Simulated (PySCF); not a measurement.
A species of formula C5H8Si has this rotational fingerprint, computed with PBE0-D3(BJ)/def2-SVP geometry optimisation, gas phase (PySCF 2.14.0):

- Rotational constants: A = 8163, B = 1454, C = 1380 MHz
- Dipole components: |μa| = 0.33 D, |μb| = 0.45 D, |μc| = 0.24 D
- Inertial defect: -43.19 u·Å²
- κ: -0.98

**Question.** Which structure is it? (One computed conformer of each.)
A. `CC1=C[SiH2]C=C1`
B. `[CH:1]#[C:2][CH2:3][SiH:4]1[CH2:5][CH2:6]1` with C2–C3–Si4–C5 152°
C. `CC#C[SiH]1CC1`
D. `C1C=C(C)[SiH2]C=1`

**Answer.** B. It is C#CC[SiH]1CC1, a near-prolate asymmetric top, point group C1. The candidates at the same level (rigid rotor, commonest isotopes):

| SMILES | A (MHz) | B (MHz) | C (MHz) | μa (D) | μb (D) | μc (D) | Δ (u·Å²) | point group | rotor |
| --- | --- | --- | --- | --- | --- | --- | --- | --- | --- |
| CC1=C[SiH2]C=C1 | 6033 | 2344 | 1740 | 1.04 | 0.36 | 0.00 | -9.04 | Cs | asymmetric top |
| CC1=CC=C[SiH2]1 | 4804 | 2758 | 1809 | 0.43 | 0.42 | 0.02 | -9.04 | near Cs | asymmetric top |
| C#CC[SiH]1CC1 | 8163 | 1454 | 1380 | 0.33 | 0.45 | 0.24 | -43.19 | C1 | near-prolate asymmetric top |
| CC#C[SiH]1CC1 | 9534 | 1181 | 1158 | 1.52 | 0.34 | 0.01 | -44.51 | – | – |

`CC#C[SiH]1CC1` has B 19 % too low; `CC1=C[SiH2]C=C1` has B 61 % too high; `CC1=CC=C[SiH2]1` has B 90 % too high. No structure here is proved a minimum.
